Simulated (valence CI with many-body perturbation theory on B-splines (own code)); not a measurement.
The numbers below are computed, except where a source is named.
**Hyperfine factors and g values of Lu21+**

Level of theory: relativistic CI+MBPT: four valence electrons over a frozen Dirac-Fock core [Kr] 4d10, radial functions for each j: 8 s, 8 p, 9 d, 9 f, 6 g, 3 h, 2 i, with the one-electron correlation potential Σ1, the two-electron term Σ2, the three-electron term Σ3, Breit, model QED; selected CI, second order for the rest (own B-spline code, finite nucleus).

No measured spectrum was set against this ion. As an estimate, terms of the open shell hold to a few per cent of their energy, and close levels can change places. Core correlation moves these levels by up to 3200 cm⁻¹, and in measured spectra 5 to 20 % of such shifts remained as error; rates that hang on mixing are uncertain with them. Only levels of the ground parity were solved; by the run's estimate the other parity begins above the list, which can be wrong where configurations are misplaced.

A/g_I is the dipole constant over the nuclear g factor μ/I (μ in nuclear magnetons, uniformly magnetised nucleus), B/Q the quadrupole constant per barn. Both hold the static response of the core; the bare values leave it out. Large factors of s and p1/2 electrons are usually good to 5 to 10 %; those of open d and f shells near neutrality can be off by tens of per cent, and small factors of p3/2, d and f electrons come from cancelling terms and can be off by a factor of two or in sign, in half-filled shells by more. B is blank for J = 1/2, where it vanishes, and for nearly pure S terms. Energies count from the lowest level. Levels with J = 0 are left out.

Names give the largest LS component (configuration and term), which can be under half, so a name can repeat, a term be missing and a line seem to break the LS rules; names also repeat where a configuration has a term twice. Letters in brackets count levels of one name in rising energy.

```
       Level  E (cm⁻¹)      g  A/g_I (MHz)  A/g_I bare  B/Q (MHz/b)  B/Q bare
    4f4 5I_4       0.0  0.626         3530        3100        -1530     -1320
    4f4 5I_5      9483  0.906         2470        2430        -1350     -1180
    4f4 5I_6     18205  1.061         1920        2090        -1220     -1090
    4f4 5I_7     25906  1.152         1640        1950        -1040      -952
    4f4 5F_2     31927  0.995         2640        2800         1720      1500
    4f4 5I_8     32775  1.207         1500        1890         -828      -785
    4f4 5F_1     33753  0.086         6430        5410          511       443
4f4 3G_4 [a]     37594  1.051         2260        2470        -2320     -2030
    4f4 5F_3     39260  1.187         1570        1930          200       161
    4f4 5S_2     42166  1.730         -564         519         -325      -309
    4f4 5G_2     43781  0.547         3900        3380        -1040      -890
4f4 3K_6 [a]     45416  0.873         2590        2500          389       357
    4f4 5G_3     46080  0.904         2620        2590          462       422
4f4 5F_5 [a]     49020  1.259         1220        1660         -578      -553
4f4 3L_7 [a]     49022  0.970         2260        2310         1620      1400
    4f4 5F_4     49508  1.207         1310        1670         1610      1400
    4f4 3M_8     53437  1.026         2090        2220         2950      2530
    4f4 5G_4     58820  1.052         2000        2160         -452      -386
4f4 5F_5 [b]     59315  1.235         1160        1550         1600      1380
    4f4 3D_2     60674  1.168         1500        1820         1310      1150
4f4 3G_3 [a]     60954  0.853         2640        2510        -1620     -1410
    4f4 3P_1     65582  1.031         2450        2650         -122      -113
    4f4 5G_5     67953  1.159         1620        1940         -589      -521
4f4 1D_2 [a]     68384  1.016         1660        1690         -659      -595
4f4 3L_7 [b]     68730  0.951         2160        2160         1210      1070
    4f4 5G_6     69115  1.252         1150        1570         -676      -640
    4f4 3L_8     69157  0.993         2170        2250         2840      2470
    4f4 3M_9     70399  1.056         1960        2120         4720      4080
    4f4 3D_3     71333  1.264          873        1270         1020       878
4f4 3F_4 [a]     71534  1.192         1370        1710        -1830     -1610
    4f4 3K_8     72039  1.028         1920        2020         2550      2210
    4f4 3I_5     72553  0.911         2330        2280          738       627
    4f4 3H_6     75734  1.171         1600        1940         -382      -353
4f4 3F_2 [a]     77187  0.716         3870        3680          759       684
4f4 3G_4 [b]     77505  1.050         1890        2030        -1150     -1000
    4f4 5D_1     79012  1.486         -472         139         1140       987
    4f4 3I_6     82268  1.075         1870        2060         -360      -320
    4f4 3I_7     82591  1.107         1840        2090          751       640
```

Take the isotope of mass number 175, with I = 7/2, μ = 2.2257 μN and Q = 3.49 b. What is the hyperfine structure of 4f4 5I_7?

From the table A = 1040 MHz, B = -3640 MHz. Shifts from the centre of gravity in MHz: F = 7/2: -30500, F = 9/2: -25100, F = 11/2: -18800, F = 13/2: -11500, F = 15/2: -3360, F = 17/2: 5460, F = 19/2: 14800, F = 21/2: 24600.
